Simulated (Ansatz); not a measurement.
Consider the redistribution: `CC[O][SbH][CH3]` + `C[O][Bi]([Cl])[Cl]` → `CC[O][SbH][O]C` + `[CH3][Bi]([Cl])[Cl]`.

Computed with Ansatz on PBE0-D4/def2-TZVP structures; ΔE is electronic, products minus reactants. CCSD(T)/CBS adds triple-zeta CCSD(T) − MP2 to the extrapolated MP2 energy (def2 sets, frozen cores). DFT in def2-TZVPP. B3LYP here is the variant with VWN-RPA as its local correlation; programs differ in this. def2 core potentials past Kr. For Bi, Sb outer-core shells are correlated without core-valence functions, which leaves a few kJ/mol of doubt a bond. One conformer a species, not always the lowest.

`CC[O][SbH][CH3]`:

```xyz
14

C     0.101   -0.694    1.719
C     0.057    0.713    1.165
O     1.157    0.963    0.318
Sb    0.962    1.150   -1.625
C    -0.195   -0.630   -2.003
H     0.019   -1.435    0.920
H    -0.719   -0.857    2.425
H     1.045   -0.864    2.242
H     0.101    1.437    1.988
H    -0.899    0.885    0.648
H    -0.461    2.124   -1.555
H    -0.597   -0.574   -3.017
H    -1.022   -0.715   -1.298
H     0.450   -1.505   -1.926
```

`C[O][Bi]([Cl])[Cl]`:

```xyz
8

C     0.542    0.026   -1.009
O     0.125    1.135   -0.242
Bi   -0.832    0.949    1.538
Cl   -2.512   -0.673    0.837
Cl    0.693   -0.657    2.560
H    -0.305   -0.598   -1.312
H     1.029    0.414   -1.907
H     1.260   -0.596   -0.464
```

`CC[O][SbH][O]C`:

```xyz
15

C     1.584    1.380   -1.727
C     0.708    1.186   -0.510
O    -0.150    0.071   -0.654
Sb    0.435   -1.670    0.039
O    -0.385   -1.547    1.806
C    -1.743   -1.189    1.926
H     2.262    0.532   -1.861
H     2.190    2.285   -1.629
H     0.969    1.470   -2.625
H     0.067    2.063   -0.363
H     1.331    1.103    0.393
H    -0.933   -2.401   -0.711
H    -2.399   -1.920    1.435
H    -1.945   -0.204    1.492
H    -1.992   -1.159    2.990
```

`[CH3][Bi]([Cl])[Cl]`:

Z-matrix (Å, degrees):
```
C
Bi 1 2.231
H 1 1.091 2 109.0
H 1 1.090 2 109.0 3 120.9
H 1 1.089 2 107.2 3 -119.5
Cl 2 2.443 1 93.2 3 169.1
Cl 2 2.443 1 93.2 3 69.7
```

| level | ΔE (kcal/mol) | difference from CCSD(T)/CBS |
| --- | --- | --- |
| PBE-D4 | 1.2 | 1.1 |
| PBE0-D4 | 0.5 | 0.4 |
| B3LYP-D4 | 0.7 | 0.6 |
| ωB97X-V | 0.3 | 0.2 |
| ωB97M-V | 0.0 | -0.1 |
| B2PLYP | 0.2 | 0.1 |
| r2SCAN | 0.6 | 0.5 |
| PBE0 | 0.0 | -0.1 |
| B3LYP | -0.2 | -0.3 |
| MP2/def2-TZVPP | 0.7 | 0.6 |
| SCS-MP2/def2-TZVPP | 0.3 | 0.2 |
| CCSD(T)/def2-TZVPP | 0.0 | -0.1 |
| MP2/def2-QZVPP | 0.8 | 0.7 |
| HF/CBS(def2) | -2.4 | -2.5 |
| MP2/CBS(def2) | 0.9 | 0.8 |
| CCSD/CBS(def2) | -0.3 | -0.4 |
| CCSD(T)/CBS | 0.1 | 0 |

Largest T1 diagnostic among the species: 0.014.

In def2-TZVPP, CCSD(T) changes the Hartree–Fock value by +2.3 kcal/mol (the triples alone add +0.4 kcal/mol) and MP2 by +3.1 kcal/mol. The D4 term adds +0.9 kcal/mol with B3LYP and +0.5 kcal/mol with PBE0; it sums over pairs of atoms, weighted by their polarisabilities, and B3LYP, whose exchange is more repulsive, gets the larger term.
